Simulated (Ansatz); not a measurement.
Isolated molecules relaxed with PBE0-D4/def2-TZVP in Ansatz; ΔE leaves out vibrations. CCSD(T)/CBS is the MP2 limit (def2-TZVPP, def2-QZVPP) plus CCSD(T) − MP2 in def2-TZVPP, frozen cores. This one scheme is used for every species. DFT in def2-TZVPP. B3LYP here is the variant with VWN-RPA as its local correlation; programs differ in this. HSE06 is defined as in plane-wave codes. def2 core potentials past Kr. For Te outer-core shells are correlated without core-valence functions, which leaves a few kJ/mol of doubt a bond.

Reaction (ligand exchange at a P–S bond): `PS` + H₂Te → `P[TeH]` + H₂S

```tsv
level	ΔE (kJ/mol)	difference from CCSD(T)/CBS
B3LYP-D4	-27.8	2.5
r2SCAN0-D4	-26.8	3.5
HSE06-D4	-27.7	2.6
ωB97X-V	-23.8	6.5
BLYP	-26.1	4.2
r2SCAN	-26.2	4.1
PBE0	-26.3	4.0
B3LYP	-25.9	4.4
CCSD/def2-SVP	-30.6	-0.3
CCSD(T)/def2-SVP	-30.9	-0.6
SCS-MP2/def2-TZVPP	-28.0	2.3
CCSD(T)/def2-TZVPP	-26.9	3.4
HF/def2-QZVPP	-24.0	6.3
SCS-MP2/def2-QZVPP	-29.7	0.6
MP2/CBS(def2)	-33.6	-3.3
CCSD/CBS(def2)	-29.5	0.8
CCSD(T)/CBS	-30.3	0
```

Task: What do rigid-rotor, harmonic-oscillator terms from PBE0-D4/def2-TZVP frequencies (298.15 K, 1 bar) make of the CCSD(T)/CBS value? (An estimate is asked.)

Result: Computed: ΔZPE = +1.6 kJ/mol, ΔH = -27.9 kJ/mol, ΔS = 1 J/(mol·K), ΔG = -28.2 kJ/mol.

Largest T1 diagnostic among the species: 0.012.

Leaving LDA and LC-ωPBE aside and taking each functional with its dispersion term where it has one, the values, not all of them listed here, spread over 6.3 kJ/mol, from BHLYP-D4 to B97M-V. In def2-TZVPP, CCSD(T) changes the Hartree–Fock value by −3.2 kJ/mol (the triples alone add −0.8 kJ/mol) and MP2 by −6.5 kJ/mol.
